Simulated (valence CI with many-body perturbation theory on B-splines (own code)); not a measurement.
Forbidden lines of W

Calculated by configuration interaction combined with many-body perturbation theory (CI+MBPT): six valence electrons over a frozen Dirac-Fock core [Xe] 4f14, radial functions for each j: 7 s, 7 p, 8 d, 6 f, 4 g, 1 h, with the one-electron correlation potential Σ1, the two-electron term Σ2, the three-electron term Σ3, Breit, model QED; selected CI, second order for the rest, scaled by the run's own slope (own B-spline code, finite nucleus).

Set against measurement, 8 paired levels are off by 302 cm⁻¹ on average, the worst by 693. These come from a selection out of the NIST Handbook of Basic Atomic Spectroscopic Data. Levels without a partner in it may be off by more, other configurations by 1,000 to 4,000 cm⁻¹. Among the levels kept, up to 2500 cm⁻¹ of a level comes from second order outside the variational space, and about a tenth of that is noise between levels of different J, which matters for small intervals.

Lines 1 to 50 of 93 in falling wavelength, among levels below 19441 cm⁻¹, chosen from the decays that carry over 1 % of a level's rate. Wavelengths and rates use the calculated energies, so an error of 300 cm⁻¹ moves a line at 17640 Å by 5.3 % and its rate by three times that or more. Electric multipoles are in the length gauge, E1 and E2 with the static RPA response of the core. S is in atomic units (e²a₀⁴ for E2 and M2, e²a₀⁶ for E3), for M1 in squared Bohr magnetons. Weak lines are less certain than strong ones. Lines between different terms over intervals too small for the method are left out, as are lines whose strength nearly cancels and 3 of this kind that miss the measured wavelength by over 7 %. The highest levels of a list are the least certain.

Names give the largest LS component (configuration and term), which can be under half, so a name can repeat, a term be missing and a line seem to break the LS rules; names also repeat where a configuration has a term twice.

```csv
λ vac (Å),λ from measured levels,Upper,Lower,Type,A (s⁻¹),S (a.u.)
69370,71980,5d⁴6s² ⁵D_4,5d⁴6s² ⁵D_3,M1,7.41e-02,8.25e+00
66800,66470,5d⁴6s² ⁵D_3,5d⁴6s² ⁵D_2,M1,1.45e-01,1.12e+01
62910,60410,5d⁴6s² ⁵D_2,5d⁴6s² ⁵D_1,M1,2.07e-01,9.55e+00
50070,,5d⁴6s² ³H_6,5d⁴6s² ³H_5,M1,9.35e-02,5.66e+00
48420,,5d⁴6s² ³F_4,5d⁴6s² ³H_5,M1,7.38e-02,2.80e+00
47920,,5d⁴6s² ³D_3,5d⁴6s² ³G_3,M1,4.78e-02,1.36e+00
37310,,5d⁴6s² ³F_3,5d⁴6s² ³F_2,M1,1.69e-01,2.28e+00
34960,,5d⁴6s² ³H_5,5d⁴6s² ³H_4,M1,3.95e-01,6.88e+00
32730,,5d⁴6s² ³G_4,5d⁴6s² ³G_3,M1,3.78e-01,4.43e+00
30650,,5d⁴6s² ³D_3,5d⁴6s² ³H_4,M1,3.49e-02,2.61e-01
26060,,5d⁴6s² ³F_3,5d⁴6s² ³D_2,M1,3.75e-01,1.72e+00
24210,,5d⁵6s ⁵G_2,5d⁴6s² ³D_2,M1,4.04e-02,1.06e-01
23840,,5d⁵6s ⁵G_5,5d⁴6s² ³H_5,M1,1.13e-01,6.26e-01
23640,,5d⁴6s² ³G_4,5d⁴6s² ³H_4,M1,5.59e-01,2.47e+00
23500,,5d⁴6s² ³D_1,5d⁴6s² ³D_2,M1,9.18e-01,1.32e+00
23320,,5d⁴6s² ³F_3,5d⁴6s² ³G_3,M1,7.17e-01,2.36e+00
21880,,5d⁵6s ⁵G_2,5d⁴6s² ³P_1,M1,2.21e-01,4.30e-01
21830,,5d⁵6s ⁵G_2,5d⁴6s² ³G_3,M1,8.43e-02,1.62e-01
21300,,5d⁴6s² ³D_1,5d⁴6s² ³P_1,M1,8.04e-01,8.64e-01
20300,,5d⁴6s² ³F_4,5d⁴6s² ³H_4,M1,1.18e+00,3.30e+00
18200,,5d⁵6s ⁵G_4,5d⁴6s² ³G_3,M1,2.61e-02,5.26e-02
17640,16820,5d⁵6s ⁵P_2,5d⁴6s² ³P_1,M1,2.11e-01,2.15e-01
15780,,5d⁴6s² ³H_4,5d⁴6s² ⁵D_4,M1,1.10e+00,1.44e+00
15500,,5d⁵6s ⁵G_3,5d⁴6s² ³H_4,M1,2.51e-02,2.43e-02
14170,,5d⁵6s ⁵G_5,5d⁴6s² ³H_4,M1,1.63e-02,1.90e-02
12860,,5d⁴6s² ³H_4,5d⁴6s² ⁵D_3,M1,3.14e-01,2.22e-01
11920,,5d⁴6s² ³D_1,5d⁴6s² ³P_0,M1,2.02e+00,3.79e-01
11170,,5d⁴6s² ³G_3,5d⁴6s² ⁵D_3,M1,1.29e+00,4.65e-01
10870,,5d⁴6s² ³H_5,5d⁴6s² ⁵D_4,M1,1.58e-01,8.26e-02
10630,,5d⁴6s² ³D_2,5d⁴6s² ⁵D_3,M1,1.68e-01,3.74e-02
10420,,5d⁴6s² ³D_3,5d⁴6s² ⁵D_4,M1,8.44e-01,2.48e-01
9569,,5d⁴6s² ³G_3,5d⁴6s² ⁵D_2,M1,7.54e-01,1.72e-01
9558,10020,5d⁴6s² ³P_1,5d⁴6s² ⁵D_2,M1,5.05e+00,4.90e-01
9463,,5d⁴6s² ³G_4,5d⁴6s² ⁵D_4,M1,1.62e-01,4.57e-02
9172,,5d⁴6s² ³D_2,5d⁴6s² ⁵D_2,M1,9.63e-01,1.38e-01
9057,,5d⁴6s² ³D_3,5d⁴6s² ⁵D_3,M1,2.99e-02,5.76e-03
8933,,5d⁴6s² ³H_6,5d⁴6s² ⁵D_4,E2,5.20e-03,3.43e+00
8879,,5d⁴6s² ³F_4,5d⁴6s² ⁵D_4,M1,1.74e+00,4.06e-01
8866,,5d⁴6s² ³G_3,5d⁵6s ⁷S_3,M1,6.82e-02,1.23e-02
8650,,5d⁵6s ⁵S_2,5d⁴6s² ⁵D_4,E2,1.06e-01,2.30e+01
8525,,5d⁴6s² ³D_2,5d⁵6s ⁷S_3,M1,7.94e-02,9.12e-03
8474,,5d⁴6s² ³F_3,5d⁴6s² ⁵D_4,M1,1.00e-01,1.58e-02
8327,,5d⁴6s² ³G_4,5d⁴6s² ⁵D_3,M1,1.69e-02,3.26e-03
8292,,5d⁴6s² ³F_2,5d⁴6s² ⁵D_2,M1,7.61e-01,8.05e-02
8292,,5d⁴6s² ³F_2,5d⁴6s² ⁵D_2,E2,1.78e-02,3.12e+00
8005,,5d⁴6s² ³D_2,5d⁴6s² ⁵D_1,M1,1.23e+00,1.17e-01
8005,,5d⁴6s² ³D_2,5d⁴6s² ⁵D_1,E2,3.37e-02,4.94e+00
7871,,5d⁴6s² ³F_4,5d⁴6s² ⁵D_3,M1,9.45e-01,1.54e-01
7820,,5d⁵6s ⁵G_3,5d⁴6s² ⁵D_4,M1,2.47e-01,3.06e-02
7759,,5d⁴6s² ³F_2,5d⁵6s ⁷S_3,M1,4.58e-02,3.97e-03
```
